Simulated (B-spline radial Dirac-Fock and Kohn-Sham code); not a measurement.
## Relativistic shifts of the levels of W⁴⁺

System: tungsten as W⁴⁺, [Xe] 4f14 5d2.

Both columns are ΔSCF binding energies of the configuration average from a B-spline atomic structure program: non-relativistic Hartree-Fock with a point nucleus, and Dirac-Fock with a finite nucleus and the Coulomb interaction alone, averaged over the two j levels with weights 2j+1.

| shell | Hartree-Fock (eV) | Dirac-Fock (eV) | shift (eV) | shift (%) |
| --- | --- | --- | --- | --- |
| 1s | 64262.0 | 69924.9 | +5662.82 | +8.81 |
| 2s | 10703.0 | 12204.9 | +1501.88 | +14.03 |
| 2p | 10239.6 | 10738.9 | +499.33 | +4.88 |
| 3s | 2518.6 | 2889.4 | +370.79 | +14.72 |
| 3p | 2303.8 | 2442.8 | +138.98 | +6.03 |
| 3d | 1907.5 | 1891.0 | -16.48 | -0.86 |
| 4s | 567.3 | 658.1 | +90.76 | +16.00 |
| 4p | 476.5 | 508.5 | +31.98 | +6.71 |
| 4d | 311.7 | 307.3 | -4.38 | -1.40 |
| 4f | 95.49 | 86.05 | -9.43 | -9.88 |
| 5s | 120.2 | 135.1 | +14.92 | +12.42 |
| 5p | 90.35 | 94.10 | +3.75 | +4.15 |
| 5d | 50.36 | 49.05 | -1.31 | -2.59 |

Relativity binds 1s, 2s, 2p, 3s, 3p, 4s, 4p, 5s, 5p more strongly, among those listed most of all 4s in relative terms, and 3d, 4d, 4f, 5d more weakly, because the contracted s and p shells screen the nucleus better.

Values without a named source are computed, but for edge energies of neutral atoms, which are taken from tables.
